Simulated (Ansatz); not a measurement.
System: GeH3, net charge 0, doublet state. 
Geometry from a B3LYP-D3(BJ)/def2-TZVP (Ansatz, a quantum-chemistry and plane-wave program) optimisation:
SMILES: [GeH3]
```xyz
4

Ge    -0.0167    -0.0237    -0.0294
H      0.5517    -0.9452     1.0702
H     -1.1244     0.8871     0.5402
H      1.1063     0.8180    -0.6708
```
Charge 0, spin multiplicity 2.

Parts of the frozen-core correlation energy in cc-pVDZ (Ansatz, hartree). Frozen orbitals: 14; correlated occupied orbitals by spin: 4 and 3; virtual: 24 and 25. UHF or UKS for open shells. Spin-orbit coupling is left out. Non-relativistic.

| term | value |
|---|---|
| reference (HF) | -2077.03436 |
| MP2 opposite-spin | -0.07975 |
| MP2 same-spin | -0.01112 |
| CCSD correlation | -0.11640 |
| (T) | -0.00209 |
| CCSDT minus CCSD(T) | -0.00058 |
| CCSDT(Q) minus CCSD(T) | -0.00063 |
| T1 diagnostic | 0.011 |
| largest doubles amplitude | 0.034 |
| <S^2> of the reference | 0.754 |
